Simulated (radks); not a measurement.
Results of a calculation; reference values are marked as such.
Coulomb parameter of the 3d shell of neutral chromium in the model configuration [Ar] 3d5 4s1, as a second difference U = [E(n + 0.25) + E(n - 0.25) - 2 E(n)] / (0.25)^2 with all orbitals relaxed. "Bare": the charge of the atom changes with n. "Screened": the 4s shell takes up the change at fixed total charge, which measures U(3d,3d) + U(4s,4s) - 2 U(3d,4s). Code: a radial shooting solver on a logarithmic mesh with Libxc functionals. Model: scalar-relativistic Kohn-Sham, PBE, spin-unpolarised, spherical densities, point nucleus.

case                 configuration  E - E(n) (eV)
start                 [Ar] 3d5 4s1          0.000
bare +0.25         [Ar] 3d5.25 4s1         -0.478
bare -0.25         [Ar] 3d4.75 4s1          1.008
screened +0.25  [Ar] 3d5.25 4s0.75          0.321
screened -0.25  [Ar] 3d4.75 4s1.25         -0.220

U(bare) = 8.472 eV, U(screened by 4s) = 1.612 eV, against the Slater integral F0(3d,3d) = 17.411 eV with frozen orbitals. The step up makes a negative ion, whose loosely bound charge lowers the bare value.
